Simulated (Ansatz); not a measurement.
C$_{2}$H$_{6}$SSi, SMILES `CC[Si]S`, relaxed with RKS PBE0-D4/def2-TZVP in Ansatz from a PBE-D4/def2-SVP geometry. The force threshold is 0.005 eV/Å; the program also tests the step.

Charge 0, multiplicity 1.

Start:

```xyz
10

C     0.338   -0.024    1.498
C    -0.116   -0.121    0.037
Si    0.894    0.989   -1.194
S    -0.159    0.521   -3.028
H    -0.257   -0.685    2.162
H     0.239    1.010    1.891
H     1.403   -0.313    1.616
H    -0.038   -1.170   -0.336
H    -1.192    0.150   -0.070
H    -1.112   -0.357   -2.579
```

```csv
step,energy (eV),largest force (eV/Å),largest move (Å)
1,-20876.3890,0.559,0.000
2,-20876.4312,0.228,0.070
3,-20876.4360,0.061,0.043
4,-20876.4363,0.075,0.016
5,-20876.4368,0.015,0.015
6,-20876.4368,0.003,0.006
```

End:

```xyz
10

C     0.338   -0.024    1.482
C    -0.128   -0.124    0.034
Si    0.864    0.978   -1.168
S    -0.148    0.520   -2.993
H    -0.245   -0.671    2.142
H     0.247    0.998    1.860
H     1.388   -0.311    1.585
H    -0.055   -1.158   -0.330
H    -1.187    0.148   -0.057
H    -1.074   -0.356   -2.554
```

Hardware: 2 threads of a server CPU on a shared host. Wall time 46 s, peak host memory 0.43 GiB.
